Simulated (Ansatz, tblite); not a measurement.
Forces on the cluster Ca6O5 at its PBE-D4/def2-SVP geometry. Charge 0, multiplicity 1.

The xTB rows come from tblite. The structure holds one bond between oxygen atoms, so isomers without such links may lie far lower. The restricted singlet is unstable towards broken spin symmetry in Hartree–Fock (as tested in another run); at r2SCANh-D4/def2-TZVP this wasn't settled. The structure comes from a short search, and lower isomers may exist.

GFN1-xTB (tblite), largest force 1.78 eV/Å:

```xyz
11
positions Å, forces eV/Å
Ca    0.967   -1.265   -0.156   -0.273    0.416    0.239
Ca   -0.991    1.267   -0.134    0.407   -0.562   -0.088
Ca   -1.247    0.666   -3.234   -0.226    0.459    0.641
Ca    1.244   -0.717    2.969    0.181   -0.467   -0.763
Ca    3.247   -3.483    2.529   -0.346    0.480    0.091
Ca   -3.355    3.384   -2.783    0.379   -0.475   -0.018
O    -2.061    2.102   -1.852   -0.152    0.185   -0.074
O    -0.212   -0.169   -1.614    0.197   -0.306   -0.190
O    -0.406   -0.287    1.481    1.262    1.242   -0.209
O     2.023   -2.133    1.584    0.071   -0.096   -0.035
O     0.790    0.635    1.211   -1.500   -0.876    0.407
```

GFN2-xTB (tblite), largest force 1.43 eV/Å:

```
Ca -0.310 0.402 0.014
Ca 0.285 -0.346 0.087
Ca -0.062 0.296 0.777
Ca 0.033 -0.281 -0.801
Ca -0.884 1.074 -0.330
Ca 0.847 -0.938 0.308
O -0.454 0.467 -0.276
O 0.108 -0.238 -0.306
O 0.003 0.145 0.113
O 0.546 -0.644 0.278
O -0.110 0.062 0.138
```

r2SCANh-D4/def2-TZVP (Ansatz), largest force 0.53 eV/Å:

```
Ca -0.018 0.035 0.070
Ca 0.028 -0.069 -0.075
Ca -0.011 0.057 0.192
Ca -0.026 -0.046 -0.253
Ca -0.052 0.062 -0.033
Ca 0.046 -0.047 0.019
O 0.047 -0.065 -0.040
O -0.017 0.040 0.014
O 0.435 0.293 -0.070
O -0.039 0.069 0.065
O -0.393 -0.329 0.110
```
